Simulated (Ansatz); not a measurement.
The same molecule with X = Ti, Zr, Hf. Ansatz, PBE0-D4/def2-TZVP geometries, multiplicity 1. Each molecule was computed in one conformer, which needn't be the lowest.

Elements past krypton have def2 core potentials. Scalar relativity is left out up to krypton.

```json
{"X": "Ti", "molecule": "`CC(C)[NH][Ti]([Cl])([Cl])[NH]C(C)C`", "mean X–Cl bond length / Å": "2.226", "mean X–N bond length / Å": "1.850", "HOMO–LUMO gap (B3LYP/def2-TZVPP) / eV": "4.71", "LUMO energy (ωB97M-V/def2-TZVPP) / eV": "0.08", "HOMO–LUMO gap (PBE/def2-TZVPP) / eV": "2.93"}
{"X": "Hf", "molecule": "`CC(C)[NH][Hf]([Cl])([Cl])[NH]C(C)C`", "mean X–Cl bond length / Å": "2.369", "mean X–N bond length / Å": "2.011", "HOMO–LUMO gap (B3LYP/def2-TZVPP) / eV": "5.66", "LUMO energy (ωB97M-V/def2-TZVPP) / eV": "1.06", "HOMO–LUMO gap (PBE/def2-TZVPP) / eV": "3.92"}
```

Task: Give the row for X = Zr, `CC(C)[NH][Zr]([Cl])([Cl])[NH]C(C)C`. (Estimate.)

Result: Ansatz gave: 
```tsv
X	molecule	mean X–Cl bond length / Å	mean X–N bond length / Å	HOMO–LUMO gap (B3LYP/def2-TZVPP) / eV	LUMO energy (ωB97M-V/def2-TZVPP) / eV	HOMO–LUMO gap (PBE/def2-TZVPP) / eV
Zr	`CC(C)[NH][Zr]([Cl])([Cl])[NH]C(C)C`	2.374	2.006	5.38	0.73	3.68
```

From Ti to Hf the mean X–Cl bond length isn't monotonic: highest at Zr, lowest at Ti; the mean X–N bond length rises at each step, by 0.161 Å in all; the HOMO–LUMO gap (B3LYP/def2-TZVPP) rises at each step, by 0.95 eV in all; the LUMO energy (ωB97M-V/def2-TZVPP) rises at each step, by 0.98 eV in all; the HOMO–LUMO gap (PBE/def2-TZVPP) rises at each step, by 0.99 eV in all.

B3LYP here is the variant with VWN-RPA as its local correlation; programs differ in this.
